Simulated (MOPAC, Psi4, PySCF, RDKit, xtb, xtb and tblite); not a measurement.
Two geometries of SMILES N#CCCc1occc1, relaxed at GFN2-xTB with one dihedral held; other torsions can differ between them too.

Structure A

```
16

N     -2.1009     2.1679     0.6948
C     -2.0682     1.0541     0.4415
C     -2.0242    -0.3457     0.1041
C     -0.9927    -0.6089    -1.0117
C      0.3892    -0.2813    -0.5579
C      1.0990     0.8822    -0.5790
C      2.3464     0.5953     0.0288
C      2.2999    -0.7175     0.3752
O      1.1190    -1.2581     0.0267
H     -1.7584    -0.9130     1.0004
H     -3.0206    -0.6545    -0.2240
H     -1.0373    -1.6645    -1.2859
H     -1.2402    -0.0033    -1.8853
H      0.7728     1.8234    -0.9710
H      3.1583     1.2755     0.1830
H      3.0103    -1.3617     0.8536
```

Structure B

```
16

N     -2.0697     2.1779     0.6953
C     -2.0630     1.0640     0.4410
C     -2.0437    -0.3364     0.0998
C     -0.9973    -0.6134    -0.9898
C      0.3836    -0.2897    -0.5183
C      1.4847     0.1427    -1.1953
C      2.5128     0.2861    -0.2307
C      1.9585    -0.0647     0.9583
O      0.6708    -0.4156     0.7955
H     -1.8039    -0.9079     1.0002
H     -3.0392    -0.6247    -0.2485
H     -1.0565    -1.6723    -1.2646
H     -1.2106    -0.0229    -1.8829
H      1.5559     0.3361    -2.2460
H      3.5182     0.6094    -0.4048
H      2.3527    -0.1031     1.9539
```

Q: Which is lower in energy at the level Psi4 with B3LYP-D3(BJ)/def2-SVP // GFN2-xTB, and by how much?

A: A is lower, by 3.30 kJ/mol (dihedral C3–C4–C5–O9: 90° in A, 30° in B).

E(B) − E(A) in kJ/mol at the other levels, on the same two geometries: GFN2-xTB (xtb and tblite) 2.86; MMFF94 // GFN2-xTB (RDKit) 5.61; B3LYP/def2-SVP // GFN2-xTB (Psi4) 2.65; PBE/def2-SVP // GFN2-xTB (Psi4) 3.19; PBE-D3(BJ)/def2-SVP // GFN2-xTB (Psi4) 3.58; UFF // GFN2-xTB (RDKit) 3.60; AM1, restricted, heats of formation // GFN2-xTB (MOPAC) 2.90; PM3, restricted, heats of formation // GFN2-xTB (MOPAC) 5.20; GFN1-xTB // GFN2-xTB (xtb) 1.63; restricted B3LYP/6-31G*, spherical d, density fitting // GFN2-xTB (PySCF) 3.93; restricted B3LYP/6-311+G**, spherical d, density fitting // GFN2-xTB (PySCF) 3.69; restricted MP2 (frozen core)/3-21G // GFN2-xTB (PySCF) 1.61; restricted B3LYP/3-21G, density fitting // GFN2-xTB (PySCF) 1.55.
